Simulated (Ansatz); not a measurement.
Reactions of CH2AlN, SMILES `N#[C][AlH2]`.

Isolated molecules relaxed with PBE0-D4/def2-TZVP in Ansatz; ΔE leaves out vibrations. CBS: MP2 limit from def2 TZ/QZ plus the TZ coupled-cluster correction, frozen cores. This one scheme is used for every species. Double bonds are as drawn, so ΔE can hold a change between cis and trans. DFT in def2-TZVPP. For Br, Ge outer-core shells are correlated without core-valence functions, which leaves a few kJ/mol of doubt a bond. Scalar relativity is left out up to krypton. One conformer a species, not always the lowest.

```tsv
reaction	CCSD/CBS(def2) (kJ/mol)	HF/CBS(def2) (kJ/mol)	ωB97X-V (kJ/mol)
`N#[C][AlH2]` + `CSBS` → `[AlH2][S]BS` + `CC#N`	-75	-72	-76
`N#[C][AlH2]` + `N[Si]1(Cl)CO1` → `[AlH2][NH][Si]1(Cl)CO1` + `C#N`	-33	-23	-32
`N#[C][AlH2]` + `C=C[SiH2]S` → `C=C[SiH2][S][AlH2]` + `C#N`	-53	-37	-52
`N#[C][AlH2]` + `BC#CF` → `FC#[C][AlH2]` + `BC#N`	10	9	10
`N#[C][AlH2]` + CH₃OH → `COC#N` + `[AlH3]`	153	142	135
`N#[C][AlH2]` + HBr → `[AlH2][Br]` + `C#N`	-98	-99	-95
`N#[C][AlH2]` + `BC1C[SiH2]1` → `[AlH2][CH]1C[SiH2]1` + `BC#N`	60	50	58
`N#[C][AlH2]` + `C/C=C\F` → `C/[C]([AlH2])=C\F` + `C#N`	60	74	57
`N#[C][AlH2]` + `[OH][AlH2]` → `[AlH2][O][AlH2]` + `C#N`	-92	-96	-90
`N#[C][AlH2]` + `[Cl][GeH]([Cl])[Cl]` → `N#[C][Ge]([Cl])([Cl])[Cl]` + `[AlH3]`	83	88	78
```

Give the CCSD(T)/CBS values in the same order. (Estimate.)

Computed: -75, -35, -56, 9, 152, -97, 61, 57, -91, 80 kJ/mol.

Largest T1 diagnostic: 0.014, for `BC#N`.
